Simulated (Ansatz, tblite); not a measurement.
Removing an electron: Ag2Se⁻ (the lowest doublet isomer of a short search). Charge -1, multiplicity 2. Geometry: r2SCAN-D4/def2-TZVPD. Ansatz, gas phase; energy differences of separate SCF runs; the oxidised species is a singlet (the triplet lies 1.21 eV higher at PBE0-D4/def2-TZVPD).

```xyz
3

Ag   -0.473   -1.264   -0.723
Ag    0.447    1.301   -0.670
Se    0.025   -0.038    1.393
```

In the def2 sets Ag takes a core potential; there is no spin–orbit coupling. The xTB rows come from tblite. The structure comes from a short search, and lower isomers may exist.

```json
{"level": "GFN1-xTB", "−HOMO (eV)": "–", "vertical IE (eV)": "3.90", "−LUMO (eV)": "–", "HOMO–LUMO gap (eV)": "–", "remarks": "–"}
{"level": "GFN2-xTB", "−HOMO (eV)": "–", "vertical IE (eV)": "5.80", "−LUMO (eV)": "–", "HOMO–LUMO gap (eV)": "–", "remarks": "–"}
{"level": "r2SCAN-D4/def2-TZVPD", "−HOMO (eV)": "-0.40", "vertical IE (eV)": "1.53", "−LUMO (eV)": "-1.05", "HOMO–LUMO gap (eV)": "0.65", "remarks": "HOMO above zero (-1 doublet)"}
```

(1) Estimate the rows for PBE-D4/def2-TZVPD, PBE0-D4/def2-TZVPD.

Answers

(1) 
| level | −HOMO (eV) | vertical IE (eV) | −LUMO (eV) | HOMO–LUMO gap (eV) | remarks |
| --- | --- | --- | --- | --- | --- |
| PBE-D4/def2-TZVPD | -0.58 | 1.54 | -1.09 | 0.52 | HOMO above zero (-1 doublet) |
| PBE0-D4/def2-TZVPD | -0.05 | 1.42 | -1.66 | 1.61 | HOMO above zero (-1 doublet) |

  A HOMO above zero means that the electron is unbound at that level or that self-interaction error raises the level; the energy of removing that electron tells which. HOMO and LUMO are the levels of the spin that leaves or enters (xTB has no such levels and no spin-polarisation term). Other spin states of the ions may lie lower, which would lower the ionisation energy or raise the affinity. Raw xTB energy differences between charge states are shifted by several eV; the methods need an empirical correction for them.
